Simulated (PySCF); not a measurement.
How methods differ on the ionisation energy of Ca⁺

Ca⁺ [Ar] 4s1 (2S) → Ca²⁺ [Ar] (1S), as a difference of total energies. Computed with PySCF 2.14 in x2c-SVPall (5s3p2d, 24 functions), with the spin-free X2C one-electron Hamiltonian (Gaussian nucleus). The calculations carry no spin-orbit coupling.

```tsv
method	ionisation energy (eV)
UHF	11.308
MN15	11.596
BP86	11.974
```

For comparison: 11.872 eV (measured; NIST Atomic Spectra Database, ionization energies).
